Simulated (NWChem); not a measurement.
ZrH₃Br; SMILES [ZrH3][Br]

Results from NWChem. Medium grid unless said otherwise, to which SCAN and Minnesota functionals are sensitive. All runs use the structure optimised with PBE0/def2-SVP. def2 effective core potentials on Zr; no spin-orbit coupling. Total energies of different functionals are on different scales.

| level | energy (Ha) | highest occupied level (eV) | orbital gap (eV) | dipole (D) |
|---|---|---|---|---|
| B3LYP/def2-SVP | -2622.7468 | -8.41 | 5.59 | 0.46 |
| PBE/def2-SVP | -2622.3075 | -7.26 | 3.73 | 0.33 |
| M06/def2-SVP | -2622.5494 | -8.66 | 6.10 | 0.75 |
| M06-2X/def2-SVP | -2622.6291 | -9.90 | 8.09 | 0.80 |
| r2SCAN0/def2-SVP | -2622.6648 | -8.89 | 6.41 | 0.75 |
| MPW1K/def2-SVP | -2622.8688 | -9.68 | 7.74 | 0.84 |
| TPSS/def2-SVP | -2622.6159 | -7.53 | 4.15 | 0.42 |
| KT2/def2-SVP | -2632.5896 | -7.30 | 3.63 | 0.33 |
